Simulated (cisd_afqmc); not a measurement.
Input (AFQMC/CISD/cc-pVTZ; cisd_afqmc is a phaseless AFQMC code with CISD trial states that reads the integrals written by Ansatz):

Ansatz 0.2 input:
```python
import cisd_afqmc

open("ham.yaml", "w").write("""\
crystal:
  periodic: [false, false, false]
  atoms:
    - {symbol: F, position_ang: [1.38337452, -0.30636896, -1.03830049]}
    - {symbol: C, position_ang: [0.76416157, -0.07445450, 0.11964816]}
    - {symbol: F, position_ang: [1.24960417, 1.04516902, 0.65708905]}
    - {symbol: F, position_ang: [0.99557957, -1.09234112, 0.94935088]}
    - {symbol: C, position_ang: [-0.76416157, 0.07445450, -0.11964816]}
    - {symbol: F, position_ang: [-0.99557957, 1.09234112, -0.94935088]}
    - {symbol: F, position_ang: [-1.24960417, -1.04516902, -0.65708905]}
    - {symbol: F, position_ang: [-1.38337452, 0.30636896, 1.03830049]}
basis:
  gaussian:
    orbitals: cc-pVTZ
magnetization: {spin_polarized: false}
correlation: {method: ccsd, electrons: outside_noble_gas, hamiltonian_folder: ham}
""")
rep = cisd_afqmc.ansatz("ham.yaml")
e_ccsd = rep["correlation"]["coupled_cluster"]["energy"]["hartree"]
out = cisd_afqmc.run("ham", e_ccsd, trial="CISD", walkers=2000, populations=1, threads=12, dt=0.005, steps=40, early=24, settle=10, least=100,
    cut=5e-5, rank_cut=2e-4, target=0.0007, seconds=1500, seed=4, memory=62639, gpu=True)
```

Output:

```
orbitals 232, occupied [25], factors 1411 of 1531, rank of the doubles 1501 of 5175
E(HF) = -672.641622
E(CCSD) on the cut factors = -674.445633, shift to the whole factors -0.000012
Energy of the trial state on the determinant = -674.445637
  tau behind 7.2 of longer steps, mean of the populations' last blocks
   2.0  -674.50834
   4.0  -674.50391
   6.0  -674.51068
   8.0  -674.50405
  10.0  -674.50862
  12.0  -674.50911
  14.0  -674.51173
  16.0  -674.50949
  18.0  -674.50705
  20.0  -674.50294
  22.0  -674.50813
  24.0  -674.50715
  26.0  -674.50825
blocks 128 (0 outliers left out), error by blocks joined: 1: 0.00046, 2: 0.00057, 4: 0.00066, 8: 0.00069
E(AFQMC/CISD) = -674.50751 +/- 0.00069
```
